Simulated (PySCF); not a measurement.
AsH3.
SMILES: `[AsH3]`

Computed with PySCF, PBE0-D3(BJ)/def2-TZVP geometry optimisation, gas phase.

Take the most abundant isotopes and a rigid rotor. 

**Question.** What are A, B and C (MHz)?

**Answer.** Ia = 4.50, Ib = 4.50, Ic = 4.83 u·Å²; 505379 MHz·u·Å²/I gives A = 112245, B = 112240, C = 104653 MHz.

**Question.** What kind of rotor is it?

**Answer.** An oblate symmetric top, as the point group C3v requires two equal moments; the computed ones differ by 0.00 % because the geometry is symmetric only within the optimiser's tolerance; Ray's κ = 0.999.

**Question.** What does the inertial defect say?

**Answer.** Not planar: Δ = Ic − Ia − Ib = -4.18 u·Å². For a rigid frame Δ = −2 Σ m c², so Σ m c² = 2.09 u·Å² lies off the ab plane: 2.01 from hydrogen and 0.08 from heavier atoms. The atom farthest from that plane is 0.82 Å away.

**Question.** Where do the R-branch lines fall?

**Answer.** The dipole of 0.34 D lies along the symmetry axis, so ΔK = 0 and J+1 ← J falls at 2B(J+1) for every K: 224.48 GHz, 448.97 GHz, 673.45 GHz, 897.94 GHz, 1122.42 GHz for J = 0 to 4.

**Question.** Estimate the classical rotational partition function at 50 K and 200 K.

**Answer.** Point group C3v, symmetry number σ = 3; q = (√π/σ)·√((kT/h)³/(ABC)), k/h = 20836.6 MHz/K: 17.3 at 50 K, 138 at 200 K.

Not checked by PBE0-D3(BJ)/def2-TZVP frequencies. No vibrational averaging or centrifugal distortion is included, and the geometry carries the error of its method.
